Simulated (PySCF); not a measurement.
# SMILES Fc1cocc1Br, C₄H₂BrFO

Geometry (Å), atoms numbered from 1 in this order:
```xyz
9

F    -0.187    2.262    0.317
C    -0.204    0.946    0.133
C    -1.304    0.147    0.038
O    -0.921   -1.127   -0.146
C     0.416   -1.160   -0.171
C     0.927    0.096   -0.004
Br    2.736    0.581    0.036
H    -2.351    0.365    0.084
H     0.901   -2.104   -0.312
```

Theory: GIAO KT3/pcSseg-1 magnetisability, rotational g tensor and spin-rotation constants, non-relativistic, gas phase (PySCF). Geometry: GFN2-xTB.

The calculation is non-relativistic, which matters for the atoms heavier than Zn.

Give the nuclear spin-rotation constants along the inertial axes (H = +C I·J) beside the isotropic shieldings.

Rotational constants 3.5189, 1.2022, 0.8961 GHz. A star marks the isotopologue with that one atom substituted, in its own axes.
```
atom  isotope  Caa (kHz)  Cbb (kHz)  Ccc (kHz)  mean (kHz)  σ (ppm)
  F1      19F      3.842      1.313      0.143       1.766    336.1
 Br7     79Br      1.331      2.675      1.338       1.781   2233.0
  H8       1H      0.307     -0.093     -0.099       0.038     24.3
  H9       1H     -0.291      0.103     -0.096      -0.095     24.6
  C2     13C*      1.272      0.527      0.225       0.675     31.1
  C3     13C*      1.282      0.418      0.171       0.624     63.3
  O4     17O*     -1.163     -0.462     -0.072      -0.566     71.0
  C5     13C*      1.296      0.459      0.189       0.648     50.4
  C6     13C*      1.386      0.324      0.155       0.622     79.1
```
For the geometry as given, no vibrational averaging.

How do the rotational constants and the g tensor change when H8, H9 are replaced by deuterium?

Constants 3.3688, 1.1670, 0.8667 GHz; g -0.0423, -0.0142, 0.0020, against -0.0441, -0.0146, 0.0021 before.
